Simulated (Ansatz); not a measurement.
Frontier orbitals of CH$_{3}$B$_{2}$Cl$_{2}$N, SMILES `ClB(Cl)B1CN1`.

Total charge 0; spin multiplicity 1. The structure was optimised at the PBE0-D4/def2-TZVP level. It is one conformer, not always the lowest. Basis def2-TZVPP, Ansatz 0.2.0.

Orbital energies of one run (eV). Highest occupied ones, from the top: -6.91, -6.99, -8.01, -8.11, -8.55, -9.59, -9.87, -11.01, -11.31, -11.54, -13.49, -14.56, -17.38, -22.05. Empty: -2.24, -0.83, 0.50, 1.02, 1.40, 1.75.

Problem. Which functional gave them?
A. B97M-V
B. ωB97M-V
C. HSE06 (plane-wave form)
D. r2SCAN0

Solution. A. HOMO energies: B97M-V -6.91, ωB97M-V -10.13, r2SCAN0 -8.10, HSE06 -7.54 eV.
